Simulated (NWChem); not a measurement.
System: SiNH3BrCl; SMILES Br[SiH](Cl)N

```xyz
7

Si     0.4178    -0.5701     0.4567
N      1.9437    -0.9665    -0.2069
Cl    -0.8932    -2.0769    -0.0753
Br    -0.4703     1.3827    -0.2384
H      0.5278    -0.4742     1.9226
H      2.0179    -1.2600    -1.1746
H      2.7598    -0.4382     0.0830
```
Atoms are numbered in this order, from 1.

All runs: NWChem. Pople sets run with spherical d functions. Structure relaxed at the B3LYP/6-31G* (spherical d) level. B3LYP is NWChem's, with the RPA form of VWN correlation. Level: B3LYP/6-31G* with SMD (1 M gas to 1 M solution), gas-phase geometry. Reactions with the solvent are ignored.

### Question
What does the run give for solvent water? Quantities: solvation free energy (kcal/mol); cavity-dispersion-structure term (kcal/mol); dipole in solution (D).

### Answer
solvation free energy (kcal/mol): -4.1
cavity-dispersion-structure term (kcal/mol): 1.9
dipole in solution (D): 3.58
